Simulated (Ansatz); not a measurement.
W(O)(S)(OH)(NH2) (H3NO2SW), SMILES [NH2][W](=[O])([OH])=[S], multiplicity 1.

Geometry: B3LYP-D3(BJ)/def2-SVP. The multiplicity is an assumed one; no other spin state was optimised. The structure was generated by enumeration; whether it is a known compound was not checked. The def2 effective core potentials stand for the cores of W; spin–orbit coupling is left out. Other conformers were not sampled.

Two levels are set side by side: PBE/def2-SVPD (Ansatz, a first-principles code) and PBE0/def2-SVPD (Ansatz). Energy differences of separate SCF runs at the same geometry; the states with an electron removed or added have multiplicity 2 and 2. Differences are taken from unrounded values.

```json
[
 {"quantity": "vertical ionisation energy (eV)", "PBE": "9.39"},
 {"quantity": "vertical electron affinity (eV)", "PBE": "0.43"},
 {"quantity": "vertical singlet–triplet gap (eV)", "PBE": "3.25"}
]
```

### Question
These are the PBE values. What does PBE0 give? (An estimate is asked for; the answer gives what the named calculation found.)

### Answer

```csv
quantity,PBE0,PBE minus PBE0
vertical ionisation energy (eV),9.60,-0.21
vertical electron affinity (eV),0.69,-0.26
vertical singlet–triplet gap (eV),3.06,0.19
```
